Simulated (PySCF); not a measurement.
Question: Give a PBE0-D3(BJ)/def2-SVP geometry of TMS (`C[Si](C)(C)C`).

Answer: 
```
atom  x, y, z in Å
C1    -0.1791   -1.2403   -1.4086
Si2   -0.0009    0.0002   -0.0013
C3    -0.0546    1.7505   -0.6970
C4    -1.4132   -0.2307    1.2248
C5     1.6436   -0.2751    0.8761
H6    -1.1338   -1.1011   -1.9408
H7    -0.1519   -2.2754   -1.0323
H8     0.6345   -1.1280   -2.1430
H9     0.0425    2.4999    0.1049
H10   -1.0051    1.9405   -1.2209
H11    0.7642    1.9185   -1.4149
H12   -2.3903   -0.0734    0.7404
H13   -1.4085   -1.2469    1.6505
H14   -1.3331    0.4839    2.0597
H15    1.7060   -1.2923    1.2947
H16    2.4898   -0.1445    0.1826
H17    1.7758    0.4384    1.7053
```

Any rigid rotation of these coordinates is as good. Atoms count from 1 in this order. All 4 C–Si bonds measure 1.884 to 1.885 Å. Si2 (four-coordinate silicon) is tetrahedral (angles from 109.4° to 109.5°).

Bonds between heavy atoms (Å): C1–Si2 1.884, Si2–C3 1.884, Si2–C4 1.885, Si2–C5 1.884.

Computed with PySCF 2.14.0, PBE0-D3(BJ)/def2-SVP geometry optimisation, gas phase.

Point group: Td (tolerance 0.08 Å). No PBE0-D3(BJ)/def2-SVP frequencies stand behind this structure, so it isn't proved a minimum.

Cost: about 60 s of CPU time on one thread; the machine was shared, so the figure is rough. This is the geometry optimisation.
